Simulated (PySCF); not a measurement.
# What a mistake does to a calculation on AlC2H7N

These are calculations, not measurements. They come from PySCF 2.14.0, an open-source quantum chemistry program, on an isolated molecule that a program drew, which may never have been made. The molecule is AlC2H7N (charge 0, doublet), drawn as the SMILES string `[CH2][N](C)[AlH2]`.

Each row is a Hartree-Fock (HF) and frozen-core CCSD(T) single point in the cc-pV(D+d)Z basis, meant for a local HF minimum. Run 1 is clean. Each other run has one planted mistake out of seven kinds, and not every kind appears here: one electron removed, one electron added, multiplicity raised by two, geometry at a saddle point, minimal basis STO-3G, one bond length entered in bohr, all coordinates scaled. The reference is restricted for singlets and unrestricted otherwise, and also for a bond in bohr. Adding or removing an electron swaps singlet and doublet. Electrons count all cores. HOMO and LUMO are orbital energies over both spins, the gradient is its largest component, and the lowest frequency (negative if imaginary) is given only where the gradient is small. Bond lengths are over the 10 bonds as drawn. T1 is the CCSD diagnostic: over 0.02 (restricted) or 0.045 (unrestricted) a single reference is doubtful.

Geometry of the clean run:
```xyz
11
AlC2H7N, angstrom
C     1.2658    0.1634   -0.4279
N     0.0140    0.4267    0.1350
C    -0.0407    0.2200    1.5743
Al   -1.4062    0.9178   -0.8338
H     2.1404    0.2435    0.2093
H     1.3894    0.3524   -1.4871
H     0.2018   -0.8139    1.8381
H    -1.0391    0.4387    1.9545
H     0.6668    0.8737    2.0951
H    -1.2170    1.1165   -2.3855
H    -2.7741    1.1270   -0.0784
```

```
run,electrons,basis functions,<S^2>,HOMO (eV),LUMO (eV),gradient (hartree/bohr),lowest frequency (cm^-1),mean bond (Å),longest bond (Å),T1,HF (hartree),CCSD(T) (hartree),mistake
1,39,100,0.761,-7.54,1.81,1.8e-05,200,1.3241,1.788,0.0204,-376.15370,-376.72682,no fault
2,39,31,0.759,-5.14,8.72,4.5e-02,-,1.3241,1.788,0.0180,-371.61093,-371.84083,minimal basis STO-3G
3,39,100,0.760,-7.29,1.92,4.0e-02,-,1.2658,1.709,0.0193,-376.13155,-376.69678,all coordinates scaled
4,39,100,3.790,-4.27,-1.40,8.8e-02,-,1.3241,1.788,0.0178,-375.98609,-376.52174,?
5,38,100,0.000,-16.22,-4.66,1.5e-01,-,1.3241,1.788,0.0200,-375.92820,-376.50026,?
```

**Which mistake was planted in run 4, and what did it cost?**

Electrons, basis and geometry are unchanged, and <S^2> is 3.790, beside S(S+1) = 3.75 for a multiplicity of 4. So the mistake is: multiplicity raised by two. Subtracting run 1 and multiplying by 627.51 kcal/mol a hartree, the energy moved by 105.2 kcal/mol in HF and 128.7 kcal/mol in CCSD(T).

**Which mistake was planted in run 5, and what did it cost?**

It counts 38 electrons, one fewer than the clean run, at the same geometry and basis. So the mistake is: one electron removed. Subtracting run 1 and multiplying by 627.51 kcal/mol a hartree, the energy moved by 141.5 kcal/mol in HF and 142.2 kcal/mol in CCSD(T).

